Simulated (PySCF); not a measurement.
Two-component Hartree-Fock for As³⁺ (arsenic, charge +3)

Start: [Ar] 3d10 4s2. Calculated with PySCF 2.14 in x2c-TZVPall-2c with one added diffuse shell each of s, p, d type (7s8p5d1f, 63 functions): generalised Hartree-Fock with the X2C-1e Hamiltonian and a Gaussian nucleus; one run each with spin-orbit coupling (SO) switched off, then screened by Boettger's factors. This is a chosen level, not necessarily the ground level.

```json
{"spinor shell": "1s1/2", "electrons": "2", "ε, spin-free (eV)": "-11980.2", "ε, screened SO (eV)": "-11979.9", "weight of nominal j (screened SO)": "1.000", "rms radius, screened SO (bohr)": "0.0524"}
{"spinor shell": "2s1/2", "electrons": "2", "ε, spin-free (eV)": "-1607.3", "ε, screened SO (eV)": "-1607.2", "weight of nominal j (screened SO)": "1.000", "rms radius, screened SO (bohr)": "0.219"}
{"spinor shell": "2p1/2", "electrons": "2", "ε, spin-free (eV)": "-1408.7", "ε, screened SO (eV)": "-1433.8", "weight of nominal j (screened SO)": "1.000", "rms radius, screened SO (bohr)": "0.194"}
{"spinor shell": "2p3/2", "electrons": "4", "ε, spin-free (eV)": "-1408.7", "ε, screened SO (eV)": "-1396.6", "weight of nominal j (screened SO)": "1.000", "rms radius, screened SO (bohr)": "0.197"}
{"spinor shell": "3s1/2", "electrons": "2", "ε, spin-free (eV)": "-259.92", "ε, screened SO (eV)": "-259.91", "weight of nominal j (screened SO)": "1.000", "rms radius, screened SO (bohr)": "0.638"}
{"spinor shell": "3p1/2", "electrons": "2", "ε, spin-free (eV)": "-196.03", "ε, screened SO (eV)": "-199.67", "weight of nominal j (screened SO)": "1.000", "rms radius, screened SO (bohr)": "0.660"}
{"spinor shell": "3p3/2", "electrons": "4", "ε, spin-free (eV)": "-196.03", "ε, screened SO (eV)": "-194.27", "weight of nominal j (screened SO)": "1.000", "rms radius, screened SO (bohr)": "0.670"}
{"spinor shell": "3d3/2", "electrons": "4", "ε, spin-free (eV)": "-90.895", "ε, screened SO (eV)": "-91.357", "weight of nominal j (screened SO)": "1.000", "rms radius, screened SO (bohr)": "0.740"}
{"spinor shell": "4s1/2", "electrons": "2", "ε, spin-free (eV)": "-48.075", "ε, screened SO (eV)": "-48.075", "weight of nominal j (screened SO)": "1.000", "rms radius, screened SO (bohr)": "1.90"}
```

(1) Where does 3d5/2 lie, and what is the 3d spin-orbit splitting (screened SO)?

| quantity | spin-free | screened SO |
| --- | --- | --- |
| E (hartree) | -2256.94939 | -2257.04392 |
| M_J | 0 | 0 |
| ⟨J²⟩ | 0.000 | 0.000 |
| ⟨L²⟩ | 0.000 | 0.002 |
| ⟨S²⟩ | 0.000 | 0.002 |

Without spin-orbit coupling the j labels of p, d and f shells carry no meaning; the spin-free column gives the mean over the occupied spinors of each nl shell.

## Answers

(1) At -90.583 eV, 0.774 eV above 3d3/2.
